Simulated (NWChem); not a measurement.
**Correlation energy of C₂H₇Al**

```xyz
10

Al     0.0000     0.0000    -0.5030
C      1.7273     0.0000     0.4228
H      2.3271    -0.8802     0.1312
H      1.6440     0.0000     1.5210
H      2.3271     0.8802     0.1312
C     -1.7273     0.0000     0.4228
H     -2.3271     0.8802     0.1312
H     -1.6440     0.0000     1.5210
H     -2.3271    -0.8802     0.1312
H      0.0000     0.0000    -2.1016
```
Charge 0, spin multiplicity 1.

Program: NWChem. Structure: optimised with PBE0/def2-SVP, a minimum by its harmonic frequencies.

Basis set: cc-pVDZ. Each correlation energy counts from its own Hartree-Fock reference.

The correlated methods keep 7 core orbitals frozen. The structure started from a generated list of species. No row is a measurement; the coupled-cluster row has its own basis-set and correlation limits.

**Question.** Order these methods by the correlation energy they give, lowest first: RI-MP2, SCS-MP2, CR-CCSD[T], CCSD, CCSD+T(CCSD).

**Answer.** CCSD+T(CCSD) (-424.8 mHa), CR-CCSD[T] (-422.4 mHa), CCSD (-413.9 mHa), SCS-MP2 (-374.6 mHa), RI-MP2 (-365.5 mHa)
